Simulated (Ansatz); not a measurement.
Cartesian coordinates in Å:
```
N -1.644 -0.795 0.530
C -0.625 0.184 0.934
Al 0.914 0.466 -0.263
O 2.124 1.584 0.127
S 1.080 -0.675 -2.131
H -1.241 -1.717 0.419
H -2.056 -0.547 -0.361
H -0.256 -0.095 1.928
H -1.122 1.146 1.106
H 2.896 1.773 -0.403
H -0.071 -1.325 -1.886
```

The species carries charge 0 and has multiplicity 1.

List the PBE/def2-TZVPP orbital energies in eV (Ansatz 0.2.0). (Estimate.)

Ansatz gave: Occupied: -2395.50, -1506.52, -509.85, -380.30, -269.32, -208.48, -154.62, -154.50, -154.43, -106.80, -68.88, -68.74, -68.65, -24.20, -21.94, -17.75, -16.12, -12.38, -12.28, -10.50, -10.14, -9.39, -9.05, -8.11, -7.66, -7.34, -6.42, -5.07. Lowest empty: -1.07, -0.95, -0.36, -0.20, 1.25, 1.58, 1.70, 2.38.
